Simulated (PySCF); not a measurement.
PySCF input for C4H5F, SMILES F[C@H]1C=CC1, PBE-D3(BJ)/def2-SVP. The structure is a stationary point at PBE-D3(BJ)/def2-SVP. The structure was generated by enumeration; whether it is a known compound was not checked.

```python
import numpy as np
from pyscf import gto, scf, dft, df
from pyscf.hessian import thermo

mol = gto.M(
    atom='''
    F    -1.53258344    0.67385224    0.43005817
    C    -0.51909487    0.18662395   -0.37665299
    C     0.86043818    0.78415121   -0.19852224
    C     1.42103874   -0.41940911    0.06479561
    C     0.10795909   -1.18160891    0.05615459
    H    -0.88924846    0.19122764   -1.42793610
    H     1.24865546    1.80737383   -0.31467671
    H     2.46283165   -0.75482744    0.19296895
    H     0.00505771   -2.03236641   -0.65169002
    H    -0.25609237   -1.49462048    1.05616064
    ''',
    basis='def2-SVP',
    charge=0,
    spin=0,
    max_memory=1600,
    verbose=3,
)
mf = dft.RKS(mol, xc='pbe').density_fit(auxbasis='def2-universal-jkfit')
mf.disp = 'd3bj'
mf.grids.level = 3
mf.conv_tol = 1e-11
mf.max_cycle = 100
mf.kernel()

# analytic Hessian; the response equations are solved on a coarser grid
h, args, fine = mf.Hessian(), (mf.mo_energy, mf.mo_coeff, mf.mo_occ), mf.grids
h.max_memory = max(150, 2.5e-5 * df.make_auxmol(mol, mf.with_df.auxbasis).nao * mol.nelec[0] * (mol.nelec[0] + mol.nao))  # MB; small integral blocks
h1ao = h.make_h1(mf.mo_coeff, mf.mo_occ)
mf.grids = dft.Grids(mol).set(level=1).build(with_non0tab=True)
mo1, mo_e1 = h.solve_mo1(*args, h1ao)
mf.grids = fine
hess = h.hess_elec(*args, mo1, mo_e1, h1ao) + h.hess_nuc()
if mf.do_disp():
    hess += h.get_dispersion()
for i in range(mol.natm):  # the analytic DFT Hessian lacks the response of the grid: restore translational invariance
    hess[i, i] -= hess[i].sum(axis=0)
hess = (hess + hess.transpose(1, 0, 3, 2)) / 2
vib = thermo.harmonic_analysis(mol, hess, imaginary_freq=False)
thermo.dump_normal_mode(mol, vib)
th = thermo.thermo(mf, vib['freq_au'][vib['freq_au'] > 0], 298.15, 101325)
thermo.dump_thermo(mol, th)
g0 = mf.nuc_grad_method().set(verbose=0).kernel()

# dipole derivatives [dipole axis, atom, xyz] from the same response
r, irp = mol.intor('int1e_r'), mol.intor('int1e_irp').reshape(3, 3, mol.nao, mol.nao)
sl, dm0, ok = mol.aoslice_by_atom(), np.array(mf.make_rdm1()), []
dmu = np.einsum('a,xt->xat', mol.atom_charges(), np.eye(3))
for a, (_, _, p0, p1) in enumerate(sl):
    dmu[:, a] += 2 * np.einsum('xtij,ij->xt', irp[:, :, :, p0:p1], dm0.reshape(-1, mol.nao, mol.nao).sum(0)[:, p0:p1])
    for u, c, occ, f in [(mo1, mf.mo_coeff, mf.mo_occ, 4)]:
        dmu[:, a] -= f * np.einsum('tui,xuv,vi->xt', u[a], r, c[:, occ > 0], optimize=True)
L = vib['norm_mode']
ir = 974.8801 * (np.einsum('xat,kat->kx', dmu, L) ** 2).sum(1)       # km/mol
apt = np.einsum('xax->a', dmu) / 3
print('mode   freq/cm-1   IR/(km/mol)')
for k, w in enumerate(vib['freq_wavenumber']):
    print(f'{k + 1:4d} {w:11.2f} {ir[k]:13.3f}')
print('max |gradient| / (hartree/bohr):', abs(g0).max())
print('APT charges:', apt.round(4))
```

Output:

```
converged SCF energy = -254.725616064904

WARN: DFTD3 does not support analytical Hessian, using finite difference


WARN: Mole.unit (angstrom) is changed to Bohr

Mode                                 0                   1                   2
Irrep
Freq [cm^-1]                      212.2336            378.2356            482.5006
Reduced mass [au]                   2.9602              3.7042              1.9913
Force const [Dyne/A]                0.0786              0.3122              0.2731
Char temp [K]                     305.3569            544.1968            694.2109
Normal mode                   x     y     z       x     y     z       x     y     z
       0   F                 0.09 -0.01  0.06    0.02  0.13 -0.02    0.11 -0.02 -0.00
       1   C                -0.02 -0.02 -0.08   -0.03 -0.08  0.03    0.01 -0.03 -0.09
       2   C                -0.03 -0.01 -0.09   -0.10 -0.02  0.05   -0.07  0.02  0.07
       3   C                -0.04  0.04  0.13    0.01  0.02 -0.01   -0.04  0.01 -0.06
       4   C                -0.02 -0.01 -0.06    0.08 -0.10 -0.03   -0.04  0.01  0.02
       5   H                -0.14  0.01 -0.04   -0.04 -0.13  0.03    0.00 -0.01 -0.09
       6   H                -0.04 -0.01 -0.13   -0.21  0.03  0.13   -0.18  0.10  0.38
       7   H                -0.06  0.09  0.37    0.04  0.11 -0.03   -0.04  0.04  0.05
       8   H                 0.13  0.05 -0.14    0.15 -0.04 -0.12   -0.14 -0.19  0.28
       9   H                -0.16 -0.10 -0.14    0.14 -0.24 -0.05   -0.02  0.34  0.13
Mode                                 3                   4                   5
Irrep
Freq [cm^-1]                      663.6463            815.6162            853.8685
Reduced mass [au]                   1.9323              1.6085              2.3792
Force const [Dyne/A]                0.5014              0.6304              1.0220
Char temp [K]                     954.8393           1173.4902           1228.5266
Normal mode                   x     y     z       x     y     z       x     y     z
       0   F                 0.08 -0.03 -0.04    0.02 -0.02 -0.04   -0.01  0.00  0.01
       1   C                 0.05 -0.02  0.04    0.03 -0.04  0.10    0.00  0.05 -0.03
       2   C                -0.04  0.07  0.05    0.04  0.06 -0.07    0.06  0.08 -0.01
       3   C                -0.08  0.03  0.01   -0.04  0.01 -0.06   -0.14  0.00 -0.02
       4   C                -0.06 -0.02  0.04   -0.05  0.01  0.02    0.06 -0.12  0.02
       5   H                 0.16 -0.05  0.00    0.00 -0.24  0.11   -0.02  0.08 -0.02
       6   H                -0.00 -0.00 -0.39   -0.02  0.13  0.35    0.32 -0.01  0.06
       7   H                -0.05 -0.04 -0.44   -0.10  0.01  0.41   -0.18 -0.08  0.06
       8   H                 0.02  0.13 -0.15   -0.24  0.20 -0.18    0.30 -0.25  0.14
       9   H                -0.12 -0.22 -0.05    0.14 -0.23  0.02    0.18 -0.08  0.08
Mode                                 6                   7                   8
Irrep
Freq [cm^-1]                      915.3312            926.6383            975.0413
Reduced mass [au]                   1.2802              2.0668              1.3035
Force const [Dyne/A]                0.6320              1.0456              0.7301
Char temp [K]                    1316.9578           1333.2262           1402.8673
Normal mode                   x     y     z       x     y     z       x     y     z
       0   F                -0.00  0.00 -0.00   -0.03  0.01  0.01    0.00 -0.01 -0.01
       1   C                 0.03  0.01  0.02    0.09  0.02  0.05    0.05  0.06  0.05
       2   C                -0.02  0.01  0.06    0.02  0.01 -0.10   -0.06 -0.03 -0.03
       3   C                 0.03  0.02 -0.06    0.02  0.04  0.06   -0.03 -0.05 -0.01
       4   C                -0.04 -0.08 -0.03   -0.05 -0.12 -0.03    0.05  0.03 -0.00
       5   H                 0.10  0.23 -0.01    0.14  0.17  0.03    0.19  0.29 -0.00
       6   H                 0.05 -0.08 -0.49   -0.22  0.14  0.24   -0.55  0.14 -0.14
       7   H                 0.07  0.34  0.46    0.12  0.21 -0.27   -0.17 -0.39  0.20
       8   H                -0.28 -0.12  0.06   -0.13 -0.20  0.08    0.16 -0.02  0.04
       9   H                 0.10  0.04  0.07   -0.24  0.11 -0.02    0.16  0.01  0.04
Mode                                 9                  10                  11
Irrep
Freq [cm^-1]                      982.4782           1032.2578           1096.6043
Reduced mass [au]                   2.0868              1.7871              1.7207
Force const [Dyne/A]                1.1868              1.1219              1.2192
Char temp [K]                    1413.5674           1485.1891           1577.7694
Normal mode                   x     y     z       x     y     z       x     y     z
       0   F                 0.03 -0.03 -0.02    0.04 -0.02 -0.04    0.02 -0.01 -0.03
       1   C                -0.03  0.12 -0.03   -0.06  0.06  0.07    0.01  0.00  0.13
       2   C                -0.05 -0.07 -0.02   -0.04 -0.05 -0.03   -0.05 -0.04 -0.02
       3   C                 0.02 -0.02 -0.05   -0.04  0.01  0.09   -0.06 -0.02 -0.04
       4   C                -0.00 -0.02  0.12    0.02  0.02 -0.07    0.06  0.05 -0.04
       5   H                 0.01  0.26 -0.06   -0.01  0.07  0.04    0.04 -0.03  0.13
       6   H                 0.02 -0.07  0.22    0.18 -0.13  0.06    0.23 -0.16  0.03
       7   H                 0.12  0.33  0.02    0.03  0.12 -0.20   -0.02  0.20  0.14
       8   H                 0.14  0.16 -0.13   -0.28 -0.05  0.07    0.27 -0.06  0.06
       9   H                -0.06 -0.34  0.01    0.55  0.07  0.14   -0.43  0.32 -0.14
Mode                                12                  13                  14
Irrep
Freq [cm^-1]                     1138.0442           1171.4793           1183.2317
Reduced mass [au]                   2.6164              1.7301              1.4012
Force const [Dyne/A]                1.9965              1.3989              1.1558
Char temp [K]                    1637.3922           1685.4979           1702.4070
Normal mode                   x     y     z       x     y     z       x     y     z
       0   F                -0.05  0.01  0.05   -0.03  0.02  0.03   -0.00 -0.00  0.00
       1   C                 0.14  0.04 -0.07    0.05 -0.14 -0.02    0.03  0.05  0.01
       2   C                -0.06 -0.04  0.00   -0.01 -0.03 -0.03    0.05 -0.02  0.02
       3   C                -0.09 -0.04  0.01   -0.03  0.03 -0.01   -0.00 -0.04 -0.00
       4   C                 0.08  0.02  0.01   -0.05  0.08 -0.00   -0.12  0.04 -0.05
       5   H                 0.12 -0.38 -0.06    0.44  0.38 -0.15   -0.08 -0.38  0.05
       6   H                -0.00 -0.07 -0.01    0.18 -0.10  0.13   -0.21  0.06 -0.07
       7   H                -0.01  0.21 -0.02   -0.00  0.12 -0.02    0.11  0.31 -0.02
       8   H                -0.25  0.17 -0.13    0.22  0.05 -0.00    0.50 -0.18  0.13
       9   H                 0.06  0.07  0.01    0.22 -0.06  0.05    0.25 -0.06  0.05
Mode                                15                  16                  17
Irrep
Freq [cm^-1]                     1281.4279           1321.6018           1395.5003
Reduced mass [au]                   1.8789              1.4011              1.1446
Force const [Dyne/A]                1.8178              1.4419              1.3133
Char temp [K]                    1843.6894           1901.4908           2007.8143
Normal mode                   x     y     z       x     y     z       x     y     z
       0   F                 0.00  0.00 -0.01    0.01 -0.00  0.02   -0.00  0.00 -0.00
       1   C                -0.04 -0.07 -0.00   -0.13  0.03  0.01    0.04 -0.01 -0.00
       2   C                 0.12  0.02  0.02    0.06  0.01 -0.01   -0.02  0.01 -0.00
       3   C                -0.10 -0.08  0.01   -0.01 -0.02  0.00   -0.01 -0.01 -0.00
       4   C                 0.07  0.04  0.01    0.04  0.00 -0.01    0.03  0.08 -0.02
       5   H                -0.24  0.30  0.07    0.67 -0.28 -0.29   -0.09  0.04  0.05
       6   H                -0.31  0.17 -0.08   -0.12  0.09 -0.04    0.04 -0.02  0.02
       7   H                 0.06  0.41 -0.10    0.02  0.09  0.03    0.00  0.02 -0.00
       8   H                -0.11  0.11 -0.04   -0.09 -0.07  0.08   -0.23 -0.34  0.50
       9   H                -0.03  0.06 -0.02   -0.12 -0.06 -0.08   -0.13 -0.59 -0.26
Mode                                18                  19                  20
Irrep
Freq [cm^-1]                     1598.8453           2963.2135           2980.4889
Reduced mass [au]                   5.7184              1.0857              1.0612
Force const [Dyne/A]                8.6126              5.6168              5.5542
Char temp [K]                    2300.3824           4263.4045           4288.2600
Normal mode                   x     y     z       x     y     z       x     y     z
       0   F                -0.00 -0.00  0.00   -0.00  0.00  0.00    0.00 -0.00 -0.00
       1   C                 0.00  0.01 -0.00    0.03 -0.00  0.07   -0.01  0.00 -0.01
       2   C                 0.10 -0.16  0.04    0.00  0.00 -0.00   -0.00  0.00 -0.00
       3   C                -0.06  0.18 -0.04    0.00  0.00 -0.00   -0.00  0.00 -0.00
       4   C                 0.01 -0.00  0.00   -0.00 -0.01 -0.01   -0.02 -0.06 -0.00
       5   H                -0.04 -0.05  0.02   -0.32  0.00 -0.89    0.05 -0.00  0.13
       6   H                -0.17 -0.11 -0.01   -0.01 -0.02  0.00    0.00  0.01 -0.00
       7   H                -0.19 -0.08 -0.02   -0.01  0.00  0.00    0.03 -0.01  0.00
       8   H                -0.06 -0.02  0.03    0.02  0.11  0.10    0.07  0.59  0.52
       9   H                -0.05 -0.04 -0.03    0.01  0.01 -0.04    0.17  0.13 -0.49
Mode                                21                  22                  23
Irrep
Freq [cm^-1]                     3046.3051           3114.7272           3149.1474
Reduced mass [au]                   1.1071              1.0864              1.1143
Force const [Dyne/A]                6.0534              6.2097              6.5109
Char temp [K]                    4382.9548           4481.3990           4530.9220
Normal mode                   x     y     z       x     y     z       x     y     z
       0   F                 0.00 -0.00 -0.00    0.00  0.00 -0.00    0.00 -0.00 -0.00
       1   C                 0.00 -0.00  0.00   -0.00 -0.00 -0.00   -0.00 -0.00 -0.00
       2   C                -0.00 -0.00  0.00    0.02  0.04 -0.00    0.02  0.07 -0.01
       3   C                 0.00 -0.00  0.00   -0.07  0.02 -0.01    0.04 -0.02  0.01
       4   C                -0.02  0.01  0.09    0.00  0.00  0.00   -0.00 -0.00  0.00
       5   H                -0.02  0.00 -0.04    0.00  0.00  0.00    0.01  0.00  0.02
       6   H                 0.00  0.01 -0.00   -0.17 -0.46  0.05   -0.28 -0.76  0.09
       7   H                -0.00  0.00  0.00    0.78 -0.25  0.10   -0.45  0.15 -0.06
       8   H                -0.05 -0.40 -0.33   -0.00 -0.02 -0.02    0.00  0.01  0.01
       9   H                 0.26  0.22 -0.71   -0.00 -0.00  0.01    0.01  0.01 -0.01
temperature 298.1500 [K]
pressure 101325.00 [Pa]
Rotational constants [GHz] 11.01437 4.73483 3.70724
Symmetry number 1
Zero-point energy (ZPE) 0.07673 [Eh]   201441.952 [J/mol]
                           tot       elec      trans        rot        vib
Entropy [J/mol/K]       288.631      0.000    162.097    104.277     22.257
Cv [J/mol/K]             67.777      0.000     12.472     12.472     42.834
Cp [J/mol/K]             76.091      0.000     20.786     12.472     42.834
Internal energy [J/mol]                      3718.434   3718.434 205919.865
Internal energy [Eh]   -254.64435  -254.72562
Enthalpy [J/mol]                             6197.391   3718.434 205919.865
Enthalpy [Eh]          -254.64341
Gibbs free energy [J/mol]                  -42131.932 -27371.668 199283.894
Gibbs free energy [Eh] -254.67619
mode   freq/cm-1   IR/(km/mol)
   1      212.23         0.686
   2      378.24         1.392
   3      482.50         8.864
   4      663.65        17.477
   5      815.62        42.746
   6      853.87         0.488
   7      915.33         2.814
   8      926.64         5.321
   9      975.04         3.275
  10      982.48        19.951
  11     1032.26        16.009
  12     1096.60        17.182
  13     1138.04        48.591
  14     1171.48        30.144
  15     1183.23         3.529
  16     1281.43        11.847
  17     1321.60        64.073
  18     1395.50         7.253
  19     1598.85         1.154
  20     2963.21        37.465
  21     2980.49        30.680
  22     3046.31        10.774
  23     3114.73         9.600
  24     3149.15         8.955
max |gradient| / (hartree/bohr): 0.000157017602193869
APT charges: [-0.5013  0.6268 -0.1391  0.0174 -0.0307 -0.0601  0.055   0.0431 -0.0182
  0.0072]
```

The run converged.
